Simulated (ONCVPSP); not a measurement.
What one change does to a pseudopotential (rubidium (Rb), ONCV)

```
Element                 : rubidium
Generator               : ONCVPSP 4.0.1
Type                    : optimised norm-conserving Vanderbilt (ONCV)
Functional              : PBE
Relativity              : fully relativistic
Frozen core             : [Ar] 3d10
Valence charge          : 9
Reference configuration : 4s2 4p6 5s1
Partial waves           : 4s+5s: rc 2.70 bohr, ncon 4, nbas 7, qcut 5.3 1/bohr, 2 projectors; 4p: rc 1.90 bohr, ncon 5, nbas 8, qcut 5.8 1/bohr, 2 projectors, debl 1.4 Ha; d scattering state at 0.13 Ha: rc 2.35 bohr, ncon 4, nbas 7, qcut 3.7 1/bohr, 2 projectors, debl 3.9 Ha
Local potential         : polynomial inside 1.85 bohr (lpopt 2, dvloc0 0 Ha)
Core correction         : polynomial model core, fcfact 0.5
```

Open shells are filled in proportion to 2j + 1.

All-electron outer shells of the reference configuration (PBE, scalar-relativistic, ld1.x):

```
shell  level (eV)  outermost node (bohr)  outermost maximum (bohr)
   3d     -103.96                      –                      0.39
   4s      -31.89                   0.62                      1.25
   4p      -15.96                   0.64                      1.42
   5s       -2.23                   1.79                      4.38
```

Change: s: qcut 7.1.

Cutoffs: the cutoffs (Ha) at which the residual kinetic energy of the hardest occupied pseudo-wave falls to 1 and 0.1 mHa per electron; they do not see the model core or the augmentation charge, which bear on the density cutoff. Errors are all-electron minus pseudo energies relative to the spin-unpolarised reference configuration.

Problem. How do hardness, ghosts and transferability respond?

Solution. The potential gets neither clearly harder nor softer (14 Ha and 28 Ha → 14 Ha and 28 Ha); the p channel sets the loose cutoff, while the largest relative change is in s, which becomes harder; of the 4 tests that both files solve, the error grows in 0 and shrinks in 1 by more than 15 % and 0.3 meV (median size 0.2 → 0.1 meV); the range in which the s phases agree widens (upper end 1.6 → 3.1); neither file shows a bound ghost.

```csv
quantity,base,changed
"cutoff, loose",14 Ha,14 Ha
"cutoff, tight",28 Ha,28 Ha
loose cutoff by channel,"s 6.3 Ha, p 14 Ha","s 10 Ha, p 14 Ha"
bound ghosts,none,none
GHOST(+) flags under 300 eV,none,none
"error for 4s2 4p6 5s0, meV [ΔE 4.15 eV]",-0.3,-0.2
"error for 4s2 4p6 5s0.5, meV [ΔE 1.58 eV]",0.0,0.0
"error for 4s2 4p6 5s0 5p1, meV [ΔE 1.52 eV]",-0.2,-0.1
"error for 4s1 4p6 5s1, meV [ΔE 37.73 eV]",-235,-118
s: phases at 2.74 bohr within 0.05 rad from the reference energy up to (Ha; the scan ends near 5),1.6,3.1
p3/2: phases at 1.93 bohr within 0.05 rad from the reference energy up to (Ha; the scan ends near 5),to the end of the scan,to the end of the scan
p1/2: phases at 1.93 bohr within 0.05 rad from the reference energy up to (Ha; the scan ends near 5),to the end of the scan,to the end of the scan
d5/2: phases at 2.39 bohr within 0.05 rad from the reference energy up to (Ha; the scan ends near 5),to the end of the scan,to the end of the scan
d3/2: phases at 2.39 bohr within 0.05 rad from the reference energy up to (Ha; the scan ends near 5),to the end of the scan,to the end of the scan
"rms error of d²Exc/dni dnj with the model core, mHa",2.75,3.14
```

Base: These tests converged, but a pseudo level misses the all-electron one widely, so the file describes the atom poorly there or has found another state: 4s2 4p6 5s0 5p1: empty 5s by 3.1 eV. Changed file: These tests converged, but a pseudo level misses the all-electron one widely, so the file describes the atom poorly there or has found another state: 4s2 4p6 5s0 5p1: empty 5s by 3.1 eV.
